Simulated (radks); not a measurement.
All-electron atom: Yb in [Xe] 4f14 6s2. Method: scalar-relativistic Kohn-Sham, r2SCAN, spin-polarised, spherical densities, finite nucleus; meta-GGA in the generalised Kohn-Sham scheme; Fermi nuclear charge, rms radius 5.3108 fm; hard spherical wall at 2 bohr; computed with a radial shooting solver on a logarithmic mesh with Libxc functionals.

Normalised radial functions P(r) = r R(r), r in bohr:

r               5p
0.0007153   0.0009
0.0009166   0.0013
0.001184    0.0021
0.001517    0.0031
0.00196     0.0048
0.002512    0.0073
0.003244    0.0112
0.004157    0.0170
0.00537     0.0258
0.006882    0.0384
0.00889     0.0570
0.01139     0.0823
0.01472     0.1170
0.01886     0.1589
0.02436     0.2073
0.03122     0.2506
0.04032     0.2743
0.05167     0.2529
0.06675     0.1594
0.08553    -0.0073
0.1105     -0.2208
0.1416     -0.3738
0.1829     -0.3478
0.2344     -0.0837
0.3027      0.3243
0.388       0.5812
0.5011      0.4457
0.6422     -0.0668
0.8296     -0.7058
1.063      -1.1014
1.373      -1.0579
1.76       -0.4863

5p: eigenvalue 30.659 eV, 3 radial nodes at r = 0.0847, 0.248, 0.625 bohr, <r> = 1.17 bohr, 90 % of the charge inside 1.57 bohr.
